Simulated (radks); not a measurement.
All-electron atom: Mn in [Ar] 3d5 4s2 (the NIST ground configuration).

Calculated with a radial shooting solver on a logarithmic mesh with Libxc functionals: non-relativistic Kohn-Sham, LDA (Slater exchange, Perdew-Wang correlation), spin-polarised, spherical densities, point nucleus; open shells are filled with parallel spins first.

Energy parts (Ry):
total: -2297.26820
kinetic: 2294.41178
electron-nucleus: -5464.12791
Hartree: 971.69564
exchange-correlation: -99.24772

Orbitals (lengths in bohr, moments of r in powers of bohr; <r^-3> diverges for s and p1/2):
[
 {"orbital": "1s up", "occ.": "1", "eigenvalue (Ry)": "-467.3158", "<r^-3>": "-", "<r^4>": "0.00006639", "<r^2>": "0.005100"},
 {"orbital": "1s down", "occ.": "1", "eigenvalue (Ry)": "-467.3145", "<r^-3>": "-", "<r^4>": "0.00006639", "<r^2>": "0.005100"},
 {"orbital": "2s up", "occ.": "1", "eigenvalue (Ry)": "-53.72789", "<r^-3>": "-", "<r^4>": "0.01567", "<r^2>": "0.09479"},
 {"orbital": "2s down", "occ.": "1", "eigenvalue (Ry)": "-53.55962", "<r^-3>": "-", "<r^4>": "0.01554", "<r^2>": "0.09442"},
 {"orbital": "2p up", "occ.": "3", "eigenvalue (Ry)": "-46.10881", "<r^-3>": "403.1", "<r^4>": "0.01180", "<r^2>": "0.07613"},
 {"orbital": "2p down", "occ.": "3", "eigenvalue (Ry)": "-45.98020", "<r^-3>": "404.6", "<r^4>": "0.01167", "<r^2>": "0.07575"},
 {"orbital": "3s up", "occ.": "1", "eigenvalue (Ry)": "-6.25993", "<r^-3>": "-", "<r^4>": "1.195", "<r^2>": "0.8568"},
 {"orbital": "3s down", "occ.": "1", "eigenvalue (Ry)": "-5.89652", "<r^-3>": "-", "<r^4>": "1.228", "<r^2>": "0.8657"},
 {"orbital": "3p up", "occ.": "3", "eigenvalue (Ry)": "-4.08812", "<r^-3>": "50.00", "<r^4>": "1.669", "<r^2>": "0.9720"},
 {"orbital": "3p down", "occ.": "3", "eigenvalue (Ry)": "-3.73285", "<r^-3>": "49.06", "<r^4>": "1.758", "<r^2>": "0.9910"},
 {"orbital": "3d up", "occ.": "5", "eigenvalue (Ry)": "-0.62991", "<r^-3>": "4.175", "<r^4>": "9.846", "<r^2>": "1.866"},
 {"orbital": "4s up", "occ.": "1", "eigenvalue (Ry)": "-0.41156", "<r^-3>": "-", "<r^4>": "191.2", "<r^2>": "10.58"},
 {"orbital": "4s down", "occ.": "1", "eigenvalue (Ry)": "-0.33767", "<r^-3>": "-", "<r^4>": "270.8", "<r^2>": "12.51"},
 {"orbital": "3d down", "occ.": "0", "eigenvalue (Ry)": "-0.32128", "<r^-3>": "3.715", "<r^4>": "22.68", "<r^2>": "2.545"}
]

The highest occupied level is 4s down at -4.594 eV. The spin density at the nucleus is 0.075 e/bohr^3 (1s -0.052, 2s -1.693, 3s 0.801, 4s 1.019), a Fermi contact field of 3.93 T. The electron density at the nucleus is 1.052e+04 e/bohr^3. Summed over all electrons, <r^2> = 40.68 bohr^2, which gives a Langevin (diamagnetic) susceptibility term of -32.2 x 10^-6 cm^3/mol. Virial ratio -V/T = 2.00124. The density falls to 0.001 e/bohr^3 at r = 4.56 bohr. Spin moment in Bohr magnetons: 5.
